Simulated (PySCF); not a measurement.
# Arsenic: a sound run and one with changed settings

Sound run: As⁺ [Ar] 3d10 4s2 4p2, As²⁺ [Ar] 3d10 4s2 4p1. Computed with PySCF 2.14 in x2c-SVPall, with scalar relativity by spin-free X2C-1e. In the sound run the correlated levels freeze [Ar] 3d10. The sound run starts from symmetry-adapted Hartree-Fock orbitals and uses a fine grid where one is needed.

Changed run: no relativity, point nucleus. This setting is unsound on purpose.

| species | method | sound run (hartree) | changed run (hartree) | converged |
| --- | --- | --- | --- | --- |
| As⁺ | UHF | -2258.27608 | -2223.30939 | yes |
| As⁺ | BP86 | -2260.25894 | -2225.29464 | yes |
| As⁺ | MN15 | -2261.31526 | -2226.36371 | yes |
| As⁺ | MP2 | -2258.31988 | -2223.35375 | yes |
| As⁺ | CCSD(T) | -2258.33699 | -2223.37179 | yes |
| As²⁺ | UHF | -2257.61457 | -2222.64570 | yes |
| As²⁺ | BP86 | -2259.57359 | -2224.60711 | yes |
| As²⁺ | MN15 | -2260.62958 | -2225.67476 | yes |
| As²⁺ | MP2 | -2257.64876 | -2222.68048 | yes |
| As²⁺ | CCSD(T) | -2257.66464 | -2222.69755 | yes |

Ionisation energy of As⁺:

```
 method  sound run (eV)  changed run (eV)
    UHF          18.001            18.060
   BP86          18.649            18.709
   MN15          18.658            18.747
    MP2          18.262            18.321
SCS-MP2          18.195            18.253
   CCSD          18.288            18.339
CCSD(T)          18.296            18.347
```

Most of the change in total energy is the relativistic energy itself. On top of that the contraction fixes the core shape for the Hamiltonian it was made with, so the changed run is not a good calculation with the other Hamiltonian either.

For comparison, NIST gives 18.589 eV between the lowest levels.
